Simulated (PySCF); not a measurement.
C4H12Si, triplet, at a GFN2-xTB geometry of the parent state (a higher spin typed on purpose: for a closed-shell molecule this is an excited state) (in this run its highest filled SCF level lies above zero, so its values depend strongly on the basis, on diffuse functions most of all); PBE0/3-21G (PySCF).

The PySCF input:
```python
from pyscf import gto, scf, dft

mol = gto.Mole()
mol.atom = '''
    C    -0.417781   -1.214189   -1.412677
    Si    0.000000    0.000000   -0.000000
    C     0.005541    1.785287   -0.676144
    C    -1.310410   -0.153853    1.379712
    C     1.722650   -0.417246    0.709109
    H    -1.393964   -1.004244   -1.839505
    H    -0.429310   -2.241604   -1.061285
    H     0.309978   -1.152215   -2.216244
    H     0.240358    2.503370    0.103862
    H    -0.962114    2.055656   -1.088135
    H     0.741828    1.907685   -1.464873
    H    -2.304575    0.077452    1.009137
    H    -1.339921   -1.159908    1.787357
    H    -1.102103    0.525166    2.201134
    H     1.754239   -1.428607    1.103244
    H     2.493527   -0.339218   -0.051714
    H     1.992058    0.256468    1.517021
'''
mol.basis = '3-21g'
mol.charge = 0
mol.spin = 2
mol.verbose = 4
mol.build()

mf = dft.UKS(mol)
mf.xc = 'pbe0'
mf.kernel()
```

Output, abridged:

```
PySCF version 2.14.0

[INPUT] verbose = 4
[INPUT] num. atoms = 17
[INPUT] num. electrons = 50
[INPUT] charge = 0
[INPUT] spin (= nelec alpha-beta = 2S) = 2
[INPUT] symmetry False subgroup None
[INPUT] Mole.unit = angstrom
[INPUT] Symbol           X                Y                Z      unit          X                Y                Z       unit  Magmom
[...]
nuclear repulsion = 243.401032827796
number of shells = 51
number of NR pGTOs = 123
number of NR cGTOs = 73
basis = 3-21g
ecp = {}

******** <class 'pyscf.dft.uks.UKS'> ********
method = UKS
initial guess = minao
damping factor = 0
level_shift factor = 0
DIIS = <class 'pyscf.scf.diis.CDIIS'>
diis_start_cycle = 1
diis_space = 8
diis_damp = 0
SCF conv_tol = 1e-09
SCF conv_tol_grad = None
SCF max_cycles = 50
direct_scf = True
direct_scf_tol = 1e-13
number electrons alpha = 26  beta = 24
XC library pyscf.dft.libxc version 7.1.2
    S. Lehtola, C. Steigemann, M. J. T. Oliveira, and M. A. L. Marques,  SoftwareX 7, 1–5 (2018)
XC functionals = pbe0
    C. Adamo and V. Barone,  J. Chem. Phys. 110, 6158 (1999)
    M. Ernzerhof and G. E. Scuseria,  J. Chem. Phys. 110, 5029 (1999)
radial grids:
    Treutler-Ahlrichs [JCP 102, 346 (1995); DOI:10.1063/1.469408] (M4) radial grids

becke partition: Becke, JCP 88, 2547 (1988); DOI:10.1063/1.454033
pruning grids: <function nwchem_prune>
grids dens level: 3
symmetrized grids: False
atomic radii adjust function: <function treutler_atomic_radii_adjust>
small_rho_cutoff = 0
Set gradient conv threshold to 3.16228e-05
tot grids = 193352
init E= -446.151462209949

cycle= 1 E= -446.055379032205  delta_E= 0.0961  |g|= 0.314  |ddm|= 7.97

cycle= 2 E= -445.990166196179  delta_E= 0.0652  |g|= 0.44  |ddm|= 5.07

cycle= 3 E= -446.106336325307  delta_E= -0.116  |g|= 0.128  |ddm|=  3.3

cycle= 4 E= -446.119244794545  delta_E= -0.0129  |g|= 0.0321  |ddm|= 2.04

cycle= 5 E= -446.122095517762  delta_E= -0.00285  |g|= 0.0285  |ddm|= 1.03

cycle= 6 E= -446.123944217598  delta_E= -0.00185  |g|= 0.0119  |ddm|= 0.694

cycle= 7 E= -446.126444729329  delta_E= -0.0025  |g|= 0.0125  |ddm|=  1.2

cycle= 8 E= -446.12786384147  delta_E= -0.00142  |g|= 0.0108  |ddm|= 0.769

cycle= 9 E= -446.129355549654  delta_E= -0.00149  |g|= 0.00751  |ddm|= 0.949

cycle= 10 E= -446.130158470301  delta_E= -0.000803  |g|= 0.00669  |ddm|= 0.704

cycle= 11 E= -446.130412227598  delta_E= -0.000254  |g|= 0.00462  |ddm|= 0.275

cycle= 12 E= -446.130689678073  delta_E= -0.000277  |g|= 0.00322  |ddm|= 0.434

cycle= 13 E= -446.130805974836  delta_E= -0.000116  |g|= 0.00168  |ddm|= 0.264

cycle= 14 E= -446.130867935044  delta_E= -6.2e-05  |g|= 0.000797  |ddm|= 0.328

cycle= 15 E= -446.13086761326  delta_E= 3.22e-07  |g|= 0.000886  |ddm|= 0.0729

cycle= 16 E= -446.130872105303  delta_E= -4.49e-06  |g|= 0.000267  |ddm|= 0.0907

cycle= 17 E= -446.130872302795  delta_E= -1.97e-07  |g|= 0.000193  |ddm|= 0.00741

cycle= 18 E= -446.130872466149  delta_E= -1.63e-07  |g|= 9.79e-05  |ddm|= 0.0123

cycle= 19 E= -446.130872535257  delta_E= -6.91e-08  |g|= 6.21e-05  |ddm|= 0.00547

cycle= 20 E= -446.130872573585  delta_E= -3.83e-08  |g|= 2.9e-05  |ddm|= 0.00435

cycle= 21 E= -446.130872587319  delta_E= -1.37e-08  |g|= 1.63e-05  |ddm|= 0.00298

cycle= 22 E= -446.130872593882  delta_E= -6.56e-09  |g|= 1.13e-05  |ddm|= 0.00273

cycle= 23 E= -446.130872594155  delta_E= -2.73e-10  |g|= 7.46e-06  |ddm|= 0.000831

Extra cycle  E= -446.130872594654  delta_E= -4.99e-10  |g|= 7.46e-06  |ddm|= 0.000436
converged SCF energy = -446.130872594654  <S^2> = 2.0023858  2S+1 = 3.0015901
```
